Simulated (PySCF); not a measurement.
Structure with atom numbers: `[CH3:1][C:2](=[O:3])[c:4]1[n:5][n:6]([CH3:7])[n:8][c:9]1[CH3:10]`. Each H is labelled by its parent atom.

Computed data (PySCF 2.14): structure optimised with PBE0-D3(BJ)/def2-SVP, shielding tensors at PBE/pcSseg-1 (GIAO). Non-relativistic Hamiltonian, a single conformation, gas phase, averaged over atoms made equivalent by symmetry, fast rotation or ring inversion.

Task: Predict the 2D correlation tables (HSQC, COSY, HMBC).

Result: 

HSQC (one-bond C–H):
```csv
δH,δC
3.92 (H(C7)),41.9 (C7)
2.53 (H(C10)),15.2 (C10)
2.50 (H(C1)),29.7 (C1)
```

HMBC (two and three bonds, from the bond graph):
```csv
δH,δC
2.53 (H(C10)),"150.2 (C9), 143.1 (C4)"
2.50 (H(C1)),"192.9 (C2), 143.1 (C4)"
```

No COSY cross peaks are expected.

References, each an isolated molecule treated in the same way: $^{1}$H (σref 31.20) and $^{13}$C (σref 180.03) against TMS.

Shifts are as computed. Against solution values, carbons near 30 ppm lie about +2 ppm off and those near 130 ppm about +2 ppm. Of 1309 compounds with measured shifts, 239 miss one by over three times the rms of a fit or turn the order of signals round; such compounds aren't used in these exercises.
